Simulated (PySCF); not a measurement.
**C5H11Al: core ionisation energies**

Compound: C₅H₁₁Al.
Atom-mapped SMILES: `[CH3:1][CH2:2][AlH:3][CH:4]1[CH2:5][CH2:6]1`

Method used: PySCF, delta-SCF UKS SCAN, pcX-2 on the ionised atom, pcseg-1 elsewhere, spin-free X2C. Vertical ΔSCF values, vacuum level as zero.

Problem. What binding energy does each computed site have?

Solution. 
| atom(s) | bonded to | level | binding energy (eV) | above the level's lowest (eV) | count |
| --- | --- | --- | --- | --- | --- |
| C2 | C, 2 H and Al | C 1s | 289.52 | 0.00 | 1 |
| C4 | 2 C, H and Al | C 1s | 289.56 | +0.04 | 1 |
| C1 | C and 3 H | C 1s | 290.43 | +0.91 | 1 |
| C5/C6 | 2 C and 2 H | C 1s | 290.49 | +0.97 | 2 |
| Al3 | 2 C and H | Al 1s | 1566.04 | 0.00 | 1 |

Lowest listed C 1s: C2, bonded to C, 2 H and Al. Highest, 0.97 eV above it: C5/C6, bonded to 2 C and 2 H. Summing the Pauling electronegativity differences to the bonded atoms, each weighted by its formal bond order, gives -1.64 for the lowest site and -0.70 for the highest; no listed site has a larger sum than the highest. The values 289.52 and 289.56 eV lie too close for their order to be trusted.

Problem. Which effective nuclear charge Zeff reproduces each element's mean 1s value in the hydrogen-like formula E = 13.606 eV × Zeff²?

Solution. C (Z = 6): mean 290.1 eV, Zeff = 4.62, Z − Zeff = 1.38; Al (Z = 13): mean 1566.0 eV, Zeff = 10.73, Z − Zeff = 2.27. Means run over the listed sites, weighted by atom count.

Problem. Which photon energy gives electrons from C 1s of C4 a kinetic energy of 150 eV, and what is their de Broglie wavelength?

Solution. hν = 289.56 + 150 = 439.56 eV, recoil neglected; λ = 12.264 Å/√(E/eV) = 1.00 Å.

One atom of each set of topologically equivalent atoms was ionised and stands for the set; in this conformer not all members are related by symmetry, and their own values weren't computed. Geometry: PBE0-D3(BJ)/def2-SVP, one conformer, isolated molecule.

Hardware: an Intel Xeon at 2.50 GHz with one thread (shared host). Cost: 2.6 min wall, 0.59 GiB resident at most.

Shape of the structure used: `[CH3:1][CH2:2][AlH:3][CH:4]1[CH2:5][CH2:6]1`: C1–C2–Al3–C4 -164°, C2–Al3–C4–C5 -142°.
